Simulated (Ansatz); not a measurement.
System: bromoborane, sum formula BH₂Br, charge 0, multiplicity 1. 
Structure (B3LYP-D3(BJ)/def2-TZVP (Ansatz, a program for electronic structure) minimum search):
```
B
H 1 1.1835
H 1 1.1835 2 124.44
Br 1 1.9031 2 117.78 3 180.00
```
Charge 0, spin multiplicity 1.

Basis-set convergence of Hartree-Fock and MP2 correlation energies (hartree) with Ansatz. Cores are frozen in the correlated levels unless marked. Spin-orbit coupling is left out. The frozen core is the preceding noble-gas configuration, with the filled d and f shells of earlier blocks. No relativistic terms.

```tsv
basis	functions	E(HF)	E(corr, MP2)
def2-SVPD	77	-2597.94872	-0.21412
def2-TZVPPD	128	-2598.28943	-0.26665
def2-QZVPPD	227	-2598.33968	-0.29016
```

Extrapolating the two largest sets (X = 3 and 4) as X^-3: E(corr) = (64·(-0.29016) - 27·(-0.26665))/37 = -0.3073 Eh, an estimate of the basis-set limit. The largest set recovers 94.4 % of it, the smallest 69.7 %.
